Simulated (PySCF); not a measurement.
Job file and geometry (Å, from GFN2-xTB) of an NMR shielding run on SMILES CC(C)S[SiH2]C(F)(F)F, C₄H₉F₃SSi, PySCF, GIAO PBE0/pcSseg-1 NMR shielding, non-relativistic, gas phase; density fitting, a coarse starting grid and PySCF grid level 2 are the driver's defaults:

```
$ OMP_NUM_THREADS=1 python probes_run.py task.json out

{"job": {"kind": "nmr", "xc": "PBE0", "basis": "pcSseg-1"}, "charge": 0, "multiplicity": 1}
C     -1.771132     1.340121    -0.318811
C     -1.458836     0.299210     0.740137
C     -1.844080    -1.104791     0.315057
S      0.320421     0.391922     1.241533
Si     1.354489    -0.375543    -0.432761
C      3.217606    -0.071428    -0.020576
F      3.617596    -0.602464     1.147465
F      3.550787     1.231482     0.016032
F      4.001608    -0.628077    -0.969018
H     -2.847215     1.393275    -0.472927
H     -1.418588     2.319960    -0.007324
H     -1.299527     1.082517    -1.264587
H     -1.970955     0.556408     1.670260
H     -1.515037    -1.834474     1.050693
H     -1.399819    -1.351846    -0.647228
H     -2.926395    -1.173419     0.222391
H      1.246451    -1.820191    -0.605683
H      1.133866     0.353655    -1.676312
```

Q: What does the program print?

A: 
```
coarse grid: 16432 points
cycle   1  E = -1144.0671181551  dE =  1.014e+00  |g| = 8.831e-01  |ddm| = 3.697e+00
cycle   2  E = -1143.9316800378  dE =  1.354e-01  |g| = 1.307e+00  |ddm| = 1.227e+00
cycle   3  E = -1144.2078415946  dE = -2.762e-01  |g| = 7.334e-02  |ddm| = 7.100e-01
cycle   4  E = -1144.2087531733  dE = -9.116e-04  |g| = 3.737e-02  |ddm| = 9.349e-02
cycle   5  E = -1144.2090568243  dE = -3.037e-04  |g| = 6.886e-03  |ddm| = 3.140e-02
cycle   6  E = -1144.2090651667  dE = -8.342e-06  |g| = 2.724e-03  |ddm| = 6.553e-03
final grid: 151664 points
cycle   7  E = -1144.2825558010  dE = -5.839e-05  |g| = 7.391e-03  |ddm| = 2.893e-02
cycle   8  E = -1144.2825497242  dE =  6.077e-06  |g| = 9.412e-03  |ddm| = 1.297e-02
cycle   9  E = -1144.2825677160  dE = -1.799e-05  |g| = 7.673e-04  |ddm| = 7.224e-03
cycle  10  E = -1144.2825678038  dE = -8.788e-08  |g| = 2.574e-04  |ddm| = 6.832e-04
cycle  11  E = -1144.2825678146  dE = -1.072e-08  |g| = 5.355e-05  |ddm| = 1.971e-04
cycle  12  E = -1144.2825678153  dE = -7.262e-10  |g| = 1.554e-05  |ddm| = 9.152e-05
converged SCF energy = -1144.2825678153

GIAO shielding tensors (ppm)
atom      isotropic    diamagn.    paramagn.     s11        s22        s33       span
  0 C      158.965     248.604     -89.640    137.641    154.441    184.814     47.173
  1 C      146.249     251.084    -104.835    125.995    145.808    166.945     40.951
  2 C      156.824     249.540     -92.717    139.013    149.394    182.064     43.051
  3 S      597.331    1060.326    -462.995    413.600    504.848    873.547    459.946
  4 Si     392.211     880.291    -488.080    364.209    385.037    427.388     63.178
  5 C       48.125     256.581    -208.456     44.603     45.854     53.918      9.315
  6 F      241.662     473.097    -231.436    143.589    253.064    328.332    184.743
  7 F      239.920     473.484    -233.564    141.550    250.335    327.875    186.325
  8 F      237.399     470.769    -233.369    137.027    245.013    330.158    193.130
  9 H       30.283      29.302       0.981     25.559     27.323     37.968     12.409
 10 H       29.974      30.301      -0.327     25.431     28.273     36.220     10.789
 11 H       30.323      31.242      -0.920     26.295     30.461     34.212      7.917
 12 H       28.622      32.173      -3.550     24.293     26.471     35.103     10.810
 13 H       29.892      30.595      -0.703     25.475     28.307     35.893     10.418
 14 H       30.643      31.593      -0.949     26.838     30.617     34.474      7.636
 15 H       30.110      29.400       0.710     25.462     27.109     37.759     12.297
 16 H       26.803      29.527      -2.724     22.547     26.064     31.798      9.251
 17 H       26.719      29.766      -3.047     22.598     26.234     31.324      8.727
```

Q: Turn these shieldings into chemical shifts. δ = σ(ref) − σ, references computed at the same level: $^{13}$C (186.93 ppm) and $^{29}$Si (349.16 ppm) and $^{1}$H (31.72 ppm) vs TMS; CS2 for $^{33}$S (503.73 ppm); $^{19}$F (170.95 ppm) vs CFCl3.

A: Averaging equivalent atoms: C 5: 138.8; C 1: 40.7; C 0/2: 29.0; S 3: -94; Si 4: -43.1; F 6/7/8: -68.7; H 16/17: 4.96; H 12: 3.09; H 9/10/11/13/14/15: 1.51 ppm. Unscaled 19F shifts against computed CFCl3 carry errors that often reach 10 to 50 ppm.

Size and cost of the density-fitted run: 212 basis functions, 66 s wall time on 1 thread of an Arm Neoverse N1, shared host; peak memory 0.94 GiB.
